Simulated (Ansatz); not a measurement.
`[SiH3][O][GeH2][O][SiH3]` + `CB(C)N` → `CB(C)N[SiH3]` + `[OH][GeH2][O][SiH3]`  (ligand exchange at the Si–O bond)

Calculated with Ansatz (gas phase, PBE0-D4/def2-TZVP geometries, no zero-point term in ΔE). CBS: MP2 limit from def2 TZ/QZ plus the TZ coupled-cluster correction, frozen cores. DFT in def2-TZVPP. For Ge outer-core shells are correlated without core-valence functions, which leaves a few kJ/mol of doubt a bond. Scalar relativity is left out up to krypton. Each species was taken in one conformer, which may not be the lowest.

```tsv
level	ΔE (kcal/mol)
PBE-D4	13.1
PBE0-D4	13.9
PBE0	13.9
HF/def2-TZVPP	17.7
```

Question: What does CCSD(T)/CBS give? (An estimate is asked.)

Answer: Ansatz gave: +14.7 kcal/mol. The listed levels differ from it by -1.6, -0.8, -0.8, 3.0 kcal/mol.

Largest T1 diagnostic among the species: 0.012.

In def2-TZVPP, CCSD(T) changes the Hartree–Fock value by −3.0 kcal/mol (the triples alone add −0.5 kcal/mol) and MP2 by −3.1 kcal/mol.
